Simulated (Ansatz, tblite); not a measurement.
(SrO)n off (charge -1): E(high spin) − E(low spin) (eV) at several levels, gas phase, relaxed structures; Ansatz, xTB through tblite. Each state is relaxed at the level in the geometry column; the other columns are single points. Clusters are the lowest isomers that short searches found in that spin, judged at the geometry's level. Core potentials for Sr in the def2 sets, no spin–orbit coupling. xTB has no spin-polarisation term. The structures are stationary points that may keep the symmetry of their start. Correlated methods freeze inner cores and use unrestricted references for open shells. Remarks come from the PBE and PBE0 runs and from stability tests at other levels; not every state was tested. A HOMO above zero means that the electron is unbound at that level and held by the basis, or that self-interaction error raises the level; the energy of removing that electron tells which. HOMO above LUMO (over both spins in singlets and doublets, within one spin in higher multiplets; at PBE or PBE0), or a gap under 0.15 eV within one spin, warns that the state may not be the lowest or that an electron is smeared out.

```tsv
species	state	geometry	GFN1-xTB	GFN2-xTB	r2SCAN-D4/def2-TZVPD	PBE0-D4/def2-TZVPD	ωB97M-V/def2-TZVPD	RPA@PBE/def2-TZVPD	remarks
SrO2⁻ (with an O–O bond)	quartet − doublet	PBE0-D4/def2-TZVPD	3.16	7.05	1.10	0.95	1.29	0.81	HOMO above zero at PBE or PBE0, HOMO above zero (quartet)
Sr2O2⁻	quartet − doublet	r2SCAN-D4/def2-TZVPD	2.98	1.88	1.20	1.15	1.31	0.68	HOMO above zero at PBE or PBE0, gap within one spin near zero, HOMO above zero (quartet)
Sr2O3⁻ (with an O–O bond)	quartet − doublet	PBE0-D4/def2-SVPD	2.80	1.61	1.33	1.18	1.28	1.11	HOMO above zero at PBE or PBE0, gap within one spin near zero, HOMO above zero (quartet)
```

Over the 3 species that have every level, the mean is 2.98 at GFN1-xTB, 3.51 at GFN2-xTB, 1.21 at r2SCAN-D4/def2-TZVPD, 1.09 at PBE0-D4/def2-TZVPD, 1.29 at ωB97M-V/def2-TZVPD, 0.87 at RPA@PBE/def2-TZVPD.
